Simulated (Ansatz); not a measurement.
```xyz
3

C     0.0000    0.0000    0.0000
H     0.0000    0.9200   -0.6300
O     0.0000    0.0000    1.3171
```

Basis set: STO-3G (spherical functions). Left uncorrelated: 2 orbitals. Correlation on ROHF uses semicanonical orbitals with singles. Charge 0, multiplicity 2.

Computed with Ansatz (development build ahead of 0.2.0); the reference of a correlated method needn't be the lowest determinant of its kind.

(1) Give the atomization energy at this shape (free ground-state atoms in the same class of orbitals less the molecule, no zero-point energy) of doublet CHO by UHF-CCSD(T), ROHF-CCSD(T).

Answers

(1)

| method | atomization energy |
| --- | --- |
| UHF-CCSD(T) | 10.31 eV |
| ROHF-CCSD(T) | 10.28 eV |

Caution: the reference determinant was not shown to be the lowest; the shape is not the minimum. Caution for UHF-CCSD(T): the unrestricted determinant is spin contaminated. Caution for ROHF-CCSD(T): an unrestricted determinant lies well below.

This basis has no polarisation functions and is too small for such energies, which can lie far from measured ones in either direction.
